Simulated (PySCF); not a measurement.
H₅P, SMILES [H][P@TB7]([H])([H])([H])[H].

Geometry: PBE0-D3(BJ)/def2-TZVPD.

The numbers are results of SMD-ωB97X/def2-SVP run with PySCF, not measurements.

Solvation free energies are E(SMD) − E(gas) at the gas-phase geometry, for 1 M in both phases. In vacuum the dipole moment is 0.00 D.

```json
[
 {"solvent": "water", "ΔG(solv) (kcal/mol)": "1.6", "its non-electrostatic (CDS) part": "3.7", "dipole (D)": "0.00"},
 {"solvent": "ethylethanoate", "ΔG(solv) (kcal/mol)": "…", "its non-electrostatic (CDS) part": "…", "dipole (D)": "…"},
 {"solvent": "methanol", "ΔG(solv) (kcal/mol)": "-1.1", "its non-electrostatic (CDS) part": "1.0", "dipole (D)": "0.00"}
]
```

Q: Complete the blanks. (The exact figures need the calculation; the answer reports its results.)

A: 
- ethylethanoate, ΔG(solv) (kcal/mol): -0.5
- ethylethanoate, its non-electrostatic (CDS) part: 1.1
- ethylethanoate, dipole (D): 0.00
